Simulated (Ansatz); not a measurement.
`OP([SiH3])S` and `O[P]([AlH2])[SiH3]` differ in one atom or group.

Ansatz, PBE0-D4/def2-TZVP geometries, multiplicity 1. Each molecule was computed in one conformer, which needn't be the lowest.

```csv
property,`OP([SiH3])S`
size of the dipole moment (PBE/def2-TZVPP) / D,0.84
HOMO–LUMO gap (B3LYP/def2-TZVPP) / eV,6.14
HOMO–LUMO gap (PBE/def2-TZVPP) / eV,4.57
LUMO energy (B3LYP/def2-TZVPP) / eV,-0.75
LUMO energy (PBE/def2-TZVPP) / eV,-1.42
size of the dipole moment (B3LYP/def2-TZVPP) / D,0.84
```

(1) What does the change do to each property? (An estimate is asked.)

Results:

(1) Computed: 
| property | `O[P]([AlH2])[SiH3]` | shift |
| --- | --- | --- |
| size of the dipole moment (PBE/def2-TZVPP) / D | 1.03 | 0.19 |
| HOMO–LUMO gap (B3LYP/def2-TZVPP) / eV | 4.63 | -1.51 |
| HOMO–LUMO gap (PBE/def2-TZVPP) / eV | 3.23 | -1.34 |
| LUMO energy (B3LYP/def2-TZVPP) / eV | -1.92 | -1.17 |
| LUMO energy (PBE/def2-TZVPP) / eV | -2.47 | -1.05 |
| size of the dipole moment (B3LYP/def2-TZVPP) / D | 0.92 | 0.08 |

With PBE0 the HOMO rises by 0.33 eV and the LUMO falls by 1.20 eV, so the gap narrows by about 1.53 eV. PBE moves the HOMO by 0.29 eV and ωB97M-V by 0.35 eV. The zero-point energy changes by 9.6 kJ/mol with +3 modes. Dipoles are sizes alone; their direction can turn.

B3LYP here is the variant with VWN-RPA as its local correlation; programs differ in this.
